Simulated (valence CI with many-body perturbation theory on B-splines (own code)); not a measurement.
**How close is CI+MBPT for Re III?**

Computed by relativistic CI+MBPT: five valence electrons over a frozen Dirac-Fock core [Xe] 4f14, radial functions for each j: 7 s, 7 p, 8 d, 6 f, 4 g, 1 h, with the one-electron correlation potential Σ1, the two-electron term Σ2, the three-electron term Σ3, Breit, model QED; selected CI, second order for the rest (own B-spline code, finite nucleus).

Against 66 measured levels this calculation errs by 1080 cm⁻¹ on average and by 1839 at most. These come from a selection out of Brasseur, Gamrath and Quinet, At. Data Nucl. Data Tables 157, 101636 (2024). Levels without a partner in it may be off by more, other configurations by 1,000 to 8,000 cm⁻¹. Among the levels kept, up to 2800 cm⁻¹ of a level comes from second order outside the variational space, and about a tenth of that is noise between levels of different J, which matters for small intervals. 3 measured levels below the end of the list, from 41405 cm⁻¹ on, found no clear computed partner.

Measured levels: measured levels as listed in Brasseur, Gamrath and Quinet, At. Data Nucl. Data Tables 157, 101636 (2024). Pairs share parity and J, and are chosen by configuration, term and nearness in energy; levels without a clear partner are left out. Energies in cm⁻¹ above the measured ground level.

Names give the largest LS component (configuration and term), which can be under half, so a name can repeat, a term be missing and a line seem to break the LS rules; names also repeat where a configuration has a term twice. Letters in brackets count levels of one name in rising energy.

```tsv
Computed label	Label in the source	Measured	Computed	Difference
5d⁵ ⁶S_5/2	5d5 6S	0	0.0	0
5d⁵ ⁴G_5/2 [a]	5d5	13614.3	14414.4	+800
5d⁴6s ⁶D_1/2	5d4(5D) 6s 6D	14396.4	15308.4	+912
5d⁵ ⁴P_3/2 [a]	5d5	15772.0	16569.9	+798
5d⁵ ⁴G_7/2	5d5 4G	16890.5	17461.9	+571
5d⁵ ⁴G_5/2 [b]	5d5	17139.9	17741.4	+601
5d⁴6s ⁶D_3/2	5d4(5D) 6s 6D	17908.9	18692.7	+784
5d⁵ ⁴G_11/2	5d5 4G	18020	18503.7	+484
5d⁵ ⁴G_9/2	5d5 4G	18345.6	18803.3	+458
5d⁵ ⁴D_1/2 [a]	5d5	18392.7	19122.2	+729
5d⁴6s ⁶D_5/2	5d4(5D) 6s 6D	19718.8	20492.9	+774
5d⁵ ⁴D_7/2	5d5 4D	20453.3	21151.8	+699
5d⁵ ⁴D_5/2	5d5	21568.9	22408.7	+840
5d⁵ ⁴D_1/2 [b]	5d5	21974.0	22644.0	+670
5d⁴6s ⁶D_7/2	5d4(5D) 6s 6D	22106.2	22849.3	+743
5d⁵ ⁴P_3/2 [b]	5d5	22936.8	23688.0	+751
5d⁴6s ⁶D_9/2	5d4(5D) 6s 6D	23471.3	24305.1	+834
5d⁵ ⁴F_3/2	5d5	26128.7	27079.7	+951
5d⁵ ²I_11/2	5d5 2I	26170.1	26697.7	+528
5d⁵ ²F_5/2 [a]	5d5	26659.8	27513.2	+853
5d⁵ ⁴F_7/2	5d5	26910.1	27967.9	+1058
5d⁵ ²G_9/2	5d5	27421.0	28323.4	+902
5d⁵ ²I_13/2	5d5 2I	28587.9	29046.2	+458
5d⁵ ²F_7/2 [a]	5d5	30255.5	31252.1	+997
5d⁵ ⁴F_5/2	5d5 4F	30302.3	31183.9	+882
5d⁴6s ⁴D_1/2 [a]	5d4(5D) 6s	30835.8	32206.3	+1371
5d⁵ ²F_5/2 [b]	5d5	31345.3	32387.7	+1042
5d⁵ ²D_3/2 [a]	5d5	31989.5	32949.4	+960
5d⁵ ²H_9/2 [a]	5d5	32068.3	32933.6	+865
5d⁵ ²G_7/2 [a]	5d5	32832.9	33855.9	+1023
5d⁵ ²F_7/2 [b]	5d5	34349.4	35415.1	+1066
5d⁴6s ⁴H_7/2	5d4(3H) 6s	34641.1	35717.4	+1076
5d⁴6s ⁴D_3/2 [a]	5d4(5D) 6s	34825.7	36046.6	+1221
5d⁴6s ⁴H_9/2	5d4(3H) 6s 4H	35140.0	36296.6	+1157
5d⁴6s ⁴P_1/2 [a]	5d4(3P) 6s	36165.9	37570.8	+1405
5d⁵ ²H_11/2	5d5	36927.5	37760.6	+833
5d⁵ ²H_9/2 [b]	5d5	37406.6	38279.7	+873
5d⁴6s ⁴H_11/2	5d4(3H) 6s 4H	38167.8	39107.5	+940
5d⁴6s ⁴F_3/2 [a]	5d4(3F) 6s	38656.2	40077.7	+1422
5d⁴6s ⁴F_7/2 [a]	5d4(5D) 6s	38752.3	39938.9	+1187
5d⁴6s ⁴H_13/2	5d4(3H) 6s 4H	39300.2	40325.8	+1026
5d⁴6s ⁴D_5/2 [a]	5d4(5D) 6s 4D	39595.7	40626.0	+1030
5d⁴6s ⁴D_3/2 [b]	5d4(5D) 6s	39790.0	41048.4	+1258
5d⁴6s ⁴G_5/2	5d4(3G) 6s	40000.6	41431.3	+1431
5d⁵ ²F_5/2 [c]	5d5	40655.0	41879.5	+1225
5d⁴6s ⁴F_9/2 [a]	5d4(3F) 6s	40935.0	42180.2	+1245
5d⁴6s ⁴D_7/2 [a]	5d4(5D) 6s	41115.9	42413.0	+1297
5d⁵ ²D_3/2 [b]	5d5	41210.2	42725.9	+1516
5d⁴6s ⁴F_5/2 [b]	5d4(3F) 6s	42600.5	44039.8	+1439
5d⁴6s ⁴F_7/2 [b]	5d4(3F) 6s	43750.4	45035.3	+1285
5d⁴6s ⁴G_11/2	5d4(3G) 6s	45256.5	46478.4	+1222
5d⁴6s ²H_9/2	5d4(3H) 6s 2H	46314.8	47483.7	+1169
5d⁴6s ⁴D_7/2 [b]	5d4(3D) 6s 4D	46718.2	48395.8	+1678
5d⁴6s ⁴G_9/2	5d4(3G) 6s	47011.8	48294.9	+1283
5d⁴6s ⁴D_3/2 [c]	5d4(3D) 6s 4D	47091.0	48798.9	+1708
5d⁴6s ²I_11/2	5d4(1I) 6s	47881.4	49052.0	+1171
5d⁴6s ⁴D_5/2 [b]	5d4(3D) 6s	47910.2	49583.1	+1673
5d⁴6s ²I_13/2	5d4(1I) 6s 2I	50496.8	51595.2	+1098
5d⁴6s ²F_5/2 [a]	5d4(3F) 6s	51007.5	52572.6	+1565
5d⁴6s ²F_7/2 [a]	5d4(3F) 6s	51669.0	53203.1	+1534
```

The table shows the lowest 60 pairs. Over 66 excited levels the mean absolute difference is 1080 cm⁻¹, the median 1050 and the largest 1839. The comparison draws on a selection of the measured levels: 67 of the 215 computed ones have a partner in it, and others may be off by more.

These 3 measured levels below the end of the computed list are not counted above. Beside each stands the unpaired computed level of its name, or else the nearest of its J and parity; the gap is either an error of the method or a doubtful assignment.

| Label in the source | J | Measured | Unpaired level | Computed |
| --- | --- | --- | --- | --- |
| 5d5 | 9/2 | 41405 | 5d⁴6s ²G_9/2 [a] | 42772 |
| 5d5 | 5/2 | 43192 | 5d⁴6s ⁴P_5/2 [a] | 44722 |
| 5d5 | 7/2 | 45608 | 5d⁵ ²G_7/2 [b] | 46885 |
